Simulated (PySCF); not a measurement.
SMILES C(CBr)c1ccccc1 (C8H9Br) (GFN2-xTB optimised geometry):

```
18

Br    -0.361    -2.583     2.633
C     -1.902    -2.228     1.485
C     -1.475    -1.908     0.059
C     -0.706    -0.617     0.000
C     -1.381     0.598     0.000
C     -0.682     1.790    -0.004
C      0.703     1.782    -0.002
C      1.383     0.577     0.000
C      0.682    -0.617     0.000
H     -2.428    -1.389     1.940
H     -2.522    -3.123     1.529
H     -2.382    -1.832    -0.547
H     -0.868    -2.728    -0.332
H     -2.463     0.608    -0.001
H     -1.218     2.728    -0.006
H      1.250     2.713    -0.002
H      2.463     0.563     0.003
H      1.219    -1.554     0.005
```

Calculation: PBE/def2-SVP run with PySCF 2.14.0.

Problem. What are the frontier orbital energies and the dipole moment?

Solution. HOMO-2 -6.39 eV, HOMO-1 -6.14 eV, HOMO -6.04 eV, LUMO -1.02 eV, LUMO+1 -0.95 eV; dipole moment 1.64 D.

Meta-Löwdin charges at PBE/def2-SVP: Br1 -0.11, C2 -0.16, C3 -0.18, C4 0.01, C5 -0.12, C6 -0.11, C7 -0.11, C8 -0.10, C9 -0.11, H10 0.12, H11 0.12, H12 0.11, H13 0.11, H14 0.10, H15 0.11, H16 0.11, H17 0.11, H18 0.11.
